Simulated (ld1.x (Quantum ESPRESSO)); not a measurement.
## How hard is this P (Z = 15) TM potential?

P (Z = 15), norm-conserving Troullier–Martins (Kleinman–Bylander form), made with ld1.x (Quantum ESPRESSO) 7.5 (LDA (PZ), scalar-relativistic). Core [Ne], reference 3s2 3p2 (charge +1). Waves: 3p (bound): rc 1.35 bohr; 3s (bound): rc 1.70 bohr. Local part: the s channel. Core correction: none.

The pseudo-atom Hamiltonian at the reference potential is diagonalised in spherical Bessel functions j_l(qr) that vanish at 20 bohr, with q² up to the cutoff. All-electron valence levels (Ry): 3p -1.0515, 3s -1.7144.

**Question.** How do the lowest levels (Ry) of each channel move with the cutoff, and are there ghosts?

**Answer.**

```
cutoff (Ry)     p #1     s #1     d #1     f #1    f #2  Σ f·Δε (mRy)
          8  -1.0348  -1.6359  -0.2337  -0.0489  0.0498         190.3
         12  -1.0389  -1.6905  -0.2345  -0.0489  0.0498          72.9
         15  -1.0390  -1.7030  -0.2345  -0.0489  0.0498          47.9
         21  -1.0390  -1.7096  -0.2348  -0.0489  0.0498          34.5
         30  -1.0405  -1.7106  -0.2352  -0.0489  0.0498          29.5
         40  -1.0450  -1.7135  -0.2353  -0.0489  0.0498          14.8
         45  -1.0478  -1.7140  -0.2353  -0.0489  0.0498           8.2
         55  -1.0502  -1.7142  -0.2354  -0.0489  0.0498           2.9
         70  -1.0511  -1.7143  -0.2354  -0.0489  0.0498           1.0
         80  -1.0511  -1.7144  -0.2354  -0.0489  0.0498           0.9
        100  -1.0513  -1.7144  -0.2354  -0.0489  0.0498           0.3
        400  -1.0515  -1.7144  -0.2354  -0.0489  0.0498           0.0
```

Result: no extra level below or beside the all-electron valence levels (p, s, d, f tested); 10 mRy is reached at 45 Ry and 1 mRy at 80 Ry.

Its largest configuration-test error is +412 meV.
